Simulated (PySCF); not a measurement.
## Telling isomers of C7H10 apart by NMR

One averaged value for each set of equivalent atoms, relativity neglected, isolated molecule, one conformer. Shieldings: GIAO PBE0/pcSseg-1; GFN2-xTB structure; PySCF.

Scale: TMS for 1H (σ = 31.72 ppm) and 13C (σ = 186.93 ppm) (reference shieldings calculated alike). Where no couplings were computed, multiplicities follow the n + 1 count of equivalent neighbours, and m marks all less simple cases (inequivalent or close neighbours, rings, F or P nearby). Shifts are as computed. Against solution values, carbons near 30 ppm lie about +3 ppm off and those near 130 ppm about +5 ppm (rms about the fit 2.1 ppm; single classes can miss by 10 ppm). Of 1328 compounds with measured shifts, 309 miss one by over three times the rms of a fit or turn the order of signals round; such compounds aren't used in these exercises. Signals without a measured value on file couldn't be tested in this way; 1H shifts scatter by 0.2 ppm about their fit, and single ones miss by 0.5 ppm.

(1) Tabulate the signals of `CC#CC1CCC1`, `C=C/C=C\C=C/C` and their relative energies.

(2) What is the quickest way to tell CC#CC1CCC1 from C=C/C=C\C=C/C?

Results:

(1) 
| SMILES | carbon types | δC | δH | E rel. (kcal/mol) |
| --- | --- | --- | --- | --- |
| CC#CC1CCC1 | 2×C 1×CH 3×CH2 1×CH3 | 91.0, 84.6, 30.4, 24.6, 17.8, 5.1 | 3.03 (m, 1H), 2.30 (m, 2H), 2.16 (m, 2H), 2.00 (s, 3H), 1.95 (m, 1H), 1.88 (m, 1H) | 18.3 |
| C=C/C=C\C=C/C | 5×CH 1×CH2 1×CH3 | 139.7, 137.3, 137.2, 130.8, 130.4, 125.1, 16.6 | 7.19 (m, 1H), 6.82 (m, 1H), 6.60 (m, 1H), 6.21 (m, 1H), 5.88 (m, 1H), 5.51 (m, 1H), 5.46 (m, 1H), 1.99 (d, 3H) | 0.0 |

Energies are electronic energies at PBE0/pcSseg-1 on these geometries, without zero-point or thermal terms, each for the one conformer computed, which needn't be the lowest.

(2) Count the carbon signals: 6 against 7. The first has an alkyne carbon (C) at 91.0 ppm, the second an alkene CH at 139.7 ppm. In the proton spectra the most deshielded non-exchanging signals are 3.03 (m, 1H) and 7.19 (m, 1H).
